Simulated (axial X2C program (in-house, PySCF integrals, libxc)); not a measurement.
## Potential curves of AlGe, without spin–orbit coupling

Computed with an in-house all-electron X2C program for linear molecules (integrals from PySCF). Spin-free means the one-electron spin-free X2C Hamiltonian. Basis: Ge dyall-cv3z [9s9p7d4f1g], Al dyall-v3z [8s8p2d1f] (cores contracted in-house); Gaussian nuclei, density fitting, unrestricted open shells. Masses: Ge 73.921 u, Al 26.982 u.

State: M_S = 3/2, Λ = 0 (beyond evenly filled blocks: σα, π+α, π-α). Energies in kJ/mol from the fragments at the same level (Ge + Al). Fits are polynomials in 1 − R0/R over 0.85 to 1.23 times the lowest point R0.

```csv
R (Å),B3LYP,PBE0,MP2,CCSD
2.1532,-168.46,-191.48,-169.33,
2.2523,-198.07,-220.32,-200.00,-185.86
2.3265,-210.88,-232.45,-213.04,-199.72
2.4007,-217.76,-238.56,-219.75,-207.18
2.4750,-220.11,-240.06,-221.62,-209.74
2.5616,-218.56,-237.45,-219.18,-208.07
2.6483,-213.73,-231.48,-213.10,-202.72
2.7596,-204.24,-220.45,-201.61,-192.20
2.8958,-189.67,-203.90,-184.03,
3.0938,-165.92,-177.20,-155.15,
```

Correlated methods: 7 electrons correlated (number of frozen shells: Ge 3 s, 2 p, 1 d; Al 2 s, 1 p), 207 virtual spin orbitals or spinors in MP2, 90 natural virtuals in coupled cluster.

One determinant describes the state; a PBE0 search over occupations chose it and may have missed a lower one. Dissociation energies refer to the lowest single-determinant-based atoms at the same level and basis. CCSD ran in a truncated set of natural virtual spinors with an MP2 remainder; without triples it tends to underbind. Other states lie close and PBE0, whose exact exchange favours high spin, may order them wrongly; the determinant shown need not be the ground state. The nearest other spin-free determinant of the search, M_S = 1/2, Λ = 0, lies 0.31 eV up at the distance of the search. With the outer-core shells frozen, correlated bond lengths of heavy atoms tend to come out a few hundredths of an ångström too long. Spin-free De lacks the spin–orbit lowering of the heavy p-block atom, a tenth of an eV or more for 4p and 5p, up to an eV for 6p and one to two eV for 7p atoms, less what an open-shell molecule gains itself. Coupled cluster ran on the points near the minimum only. MP2 and coupled cluster on one determinant become unreliable at the stretched end.

Task: What are Re, ωe and De at the B3LYP level?

Result: At B3LYP, spin-free: Re = 2.485 Å, ωe ≈ 291 cm⁻¹, De = 2.28 eV to Ge + Al; Be follows as 0.138 cm⁻¹.

Task: What are Re, ωe and De at the PBE0 level?

Result: At PBE0, spin-free: Re = 2.466 Å, ωe ≈ 304 cm⁻¹, De = 2.49 eV to Ge + Al; Be follows as 0.14 cm⁻¹.

Task: What are Re, ωe and De at the MP2 level?

Result: At MP2, spin-free: Re = 2.472 Å, ωe ≈ 310 cm⁻¹, De = 2.30 eV to Ge + Al; Be follows as 0.14 cm⁻¹.

Task: Fit the CCSD curve near its minimum: give the equilibrium distance, the harmonic wavenumber and the well depth.

Result: At CCSD, spin-free: Re = 2.485 Å, ωe ≈ 304 cm⁻¹, De = 2.17 eV to Ge + Al; Be follows as 0.138 cm⁻¹.
